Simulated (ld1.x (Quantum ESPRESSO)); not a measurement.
PBE ultrasoft dataset for Ga, scalar-relativistic all-electron reference.

| Quantity | Value |
| --- | --- |
| Element | gallium |
| Generator | ld1.x (Quantum ESPRESSO) 7.5 |
| Type | ultrasoft |
| Functional | PBE |
| Relativity | scalar-relativistic |
| Frozen core | [Ar] |
| Valence charge | 13 |
| Reference configuration | 3d10 4s2 4p1 |
| Partial waves | 4s (bound): rcut 1.65, rcutus 2.05 bohr; 4s channel at 2.4 Ry: rcut 1.65, rcutus 2.05 bohr; 4p (bound): rcut 2.00, rcutus 2.50 bohr; 4p channel at 0.25 Ry: rcut 2.00, rcutus 2.50 bohr; 3d (bound): rcut 0.65, rcutus 0.80 bohr; 3d channel at -1.1 Ry: rcut 0.65, rcutus 0.80 bohr |
| Local potential | all-electron potential smoothed inside 0.60 bohr (lloc = -1) |
| Core correction | none |
| Augmentation charge | built from norm-conserving waves at rcut, not smoothed further |

All-electron outer shells of the reference configuration (PBE, scalar-relativistic, ld1.x):

```csv
shell,level (eV),outermost node (bohr),outermost maximum (bohr)
3s,-148.13,0.27,0.56
3p,-98.86,0.24,0.56
3d,-19.15,–,0.53
4s,-8.95,0.81,1.90
4p,-2.58,0.87,2.53
```

Results:

* Ghost test: ghost state, extra bound levels that the all-electron valence spectrum of the same l lacks: p at -660.4 eV (s not tested); a true bound ghost makes a file unfit for plane-wave use (spherical-Bessel basis up to 400 Ry, 20 bohr box)
* Configuration tests: test run stopped at test 6 of 7 (negative rho), 1 before it not solved
* Lowest eigenvalue of the overlap operator: -0.50 (s channel); it is negative, so in a basis up to 400 Ry S is not positive definite and the file is unfit for use

Note: ghost state, extra bound levels that the all-electron valence spectrum of the same l lacks: p at -660.4 eV (s not tested). A true bound ghost makes a file unfit for plane-wave use. Its overlap operator is not positive definite in a basis up to 400 Ry (lowest eigenvalue s -0.50), so the file is unfit for use: the generalised eigenproblem breaks down once the basis is large enough, and its test numbers describe a broken file.

Generation and tests took about 2.9 s on one core of a shared server CPU.
